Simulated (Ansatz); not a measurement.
Cost and result for the atomization energy of CH6B3F (`BCB(B)F`) (11 atoms, 10 bonds).

Z-matrix (Å, degrees):
```
C
B 1 1.581
B 1 1.547 2 108.0
H 1 1.097 2 104.4 3 118.2
H 1 1.093 2 109.4 3 -122.7
F 2 1.336 1 117.2 3 -76.7
B 2 1.679 1 121.9 3 103.5
H 3 1.197 1 120.7 2 -94.6
H 3 1.196 1 120.5 2 82.6
H 7 1.199 2 121.6 1 -86.3
H 7 1.198 2 122.0 1 89.8
```

Total charge 0; spin multiplicity 1. The geometry is a stationary point of PBE0-D4/def2-TZVP. It is one conformer, not always the lowest. Program: Ansatz. All runs use 2 threads of an Arm Neoverse V1 on a shared host. Times are those of one run each, without the atoms' runs, and a repeat can differ threefold. Electronic energies, without spin–orbit coupling; frozen cores. CCSD(T)/CBS adds CCSD(T) − MP2 in def2-TZVPP to the MP2 limit, and its time is that of the two runs behind it. T1 = 0.013. B3LYP takes the VWN-RPA correlation (the form of Gaussian; ORCA's B3LYP/G).

CCSD(T)/CBS is a level of theory with its own doubt, some kJ/mol a heavy atom from the limit and from the frozen cores, so smaller differences don't rank the functionals.

| level | functions | wall time |
| --- | --- | --- |
| LDA (SPW92)/def2-TZVPP | 239 | 1.9 s |
| revPBE-D4/def2-TZVPP | 239 | 3 s |
| BLYP-D4/def2-TZVPP | 239 | 3.7 s |
| PBE-D4/def2-TZVPP (with forces) | 239 | 3.8 s |
| BHLYP-D4/def2-TZVPP | 239 | 3.9 s |
| B3LYP-D4/def2-TZVPP (with forces) | 239 | 6.5 s |
| r2SCANh-D4/def2-TZVPP | 239 | 6.5 s |
| CCSD(T)/def2-SVP | 100 | 7 s |
| PBE-QIDH/def2-TZVPP | 239 | 7.5 s |
| ωB97M-V/def2-TZVPP (with forces) | 239 | 16 s |
| MP2/def2-QZVPP | 465 | 34 s |
| CCSD(T)/def2-TZVPP | 239 | 9.5 min |
| CCSD(T)/CBS(def2) | – | 10 min |

What atomization energy does each give, and how far from CCSD(T)/CBS? (Best estimate.)

The calculation gave: 
```csv
level,atomization (kJ/mol),difference from CCSD(T)/CBS,per bond
LDA (SPW92)/def2-TZVPP,4674.2,557.9,55.8
revPBE-D4/def2-TZVPP,4122.9,6.6,0.7
BLYP-D4/def2-TZVPP,4143.4,27.1,2.7
PBE-D4/def2-TZVPP (with forces),4217.6,101.3,10.1
BHLYP-D4/def2-TZVPP,4091.7,-24.6,-2.5
B3LYP-D4/def2-TZVPP (with forces),4168.7,52.4,5.2
r2SCANh-D4/def2-TZVPP,4167.9,51.6,5.2
CCSD(T)/def2-SVP,3978.0,-138.3,-13.8
PBE-QIDH/def2-TZVPP,4148.5,32.2,3.2
ωB97M-V/def2-TZVPP (with forces),4167.6,51.3,5.1
MP2/def2-QZVPP,4161.1,44.8,4.5
CCSD(T)/def2-TZVPP,4037.8,-78.5,-7.9
CCSD(T)/CBS(def2),4116.3,0.0,0.0
```

From PBE to PBE0 (25 % exact exchange), in def2-TZVPP and without D4, the atomization energy moves by −41.3 kJ/mol: exact exchange takes away binding that semilocal exchange gives to molecules. In def2-TZVPP, CCSD(T) changes the Hartree–Fock value by +757.4 kJ/mol (the triples alone add +43.1 kJ/mol) and MP2 by +834.4 kJ/mol; breaking electron pairs costs correlation energy, which Hartree–Fock lacks. The D4 term adds +27.5 kJ/mol with B3LYP and +14.5 kJ/mol with PBE0; it sums over pairs of atoms, weighted by their polarisabilities, and B3LYP, whose exchange is more repulsive, gets the larger term.
